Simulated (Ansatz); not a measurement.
The cluster Ge3F6⁺, relaxed as a doublet with UKS r2SCAN-D4/def2-SVP in Ansatz, starting from the GFN2-xTB geometry. Force threshold 0.03 eV/Å.

The relaxation made no stability test and no search for a lower SCF solution. The structure comes from a short search, and lower isomers may exist.

Start:

```
atom   x (Å)   y (Å)   z (Å)
 Ge1  -0.648   0.465  -2.449
 Ge2  -0.852  -0.620   1.614
 Ge3   2.243   1.061   0.541
  F4   1.430  -0.800   0.945
  F5   1.130   1.036  -1.108
  F6  -1.242  -0.181  -0.284
  F7  -2.583  -1.234   1.960
  F8   0.069  -1.099  -2.759
  F9   0.453   1.372   1.539
```

```json
{"step": "1", "energy (eV)": "-185811.0435", "largest force component (eV/Å)": "3.591", "SCF passes": "25"}
{"step": "2", "energy (eV)": "-185812.3821", "largest force component (eV/Å)": "1.320", "SCF passes": "30"}
{"step": "3", "energy (eV)": "-185812.9049", "largest force component (eV/Å)": "0.835", "SCF passes": "27"}
{"step": "4", "energy (eV)": "-185813.0737", "largest force component (eV/Å)": "0.522", "SCF passes": "28"}
{"step": "5", "energy (eV)": "-185813.1736", "largest force component (eV/Å)": "0.811", "SCF passes": "27"}
{"step": "6", "energy (eV)": "-185813.3476", "largest force component (eV/Å)": "0.677", "SCF passes": "27"}
{"step": "7", "energy (eV)": "-185813.3702", "largest force component (eV/Å)": "0.645", "SCF passes": "27"}
{"step": "8 (rejected)", "energy (eV)": "-185813.3697", "largest force component (eV/Å)": "0.630", "SCF passes": "28"}
{"step": "9", "energy (eV)": "-185813.4184", "largest force component (eV/Å)": "0.112", "SCF passes": "21"}
{"step": "10", "energy (eV)": "-185813.4221", "largest force component (eV/Å)": "0.056", "SCF passes": "22"}
{"step": "11", "energy (eV)": "-185813.4239", "largest force component (eV/Å)": "0.048", "SCF passes": "21"}
{"step": "12", "energy (eV)": "-185813.4244", "largest force component (eV/Å)": "0.013", "SCF passes": "21"}
```

Force components are those of the run's own axes.

End:

Cartesian coordinates in Å:
```
Ge -0.540 0.377 -2.278
Ge -0.694 -0.768 1.282
Ge 1.891 0.886 0.513
F 1.248 -0.901 0.469
F 0.804 1.260 -0.983
F -1.257 -0.369 -0.395
F -2.119 -0.391 2.175
F 0.527 -0.983 -2.345
F 0.140 0.889 1.563
```

Bonds formed: Ge1–F5, Ge2–F4, Ge2–F9 (atoms count from 1).

No frequencies were taken in this run, so the end may be a saddle point.

Hardware: 4 threads of Intel Xeon 6975P-C on a shared host. Wall time 51 s.
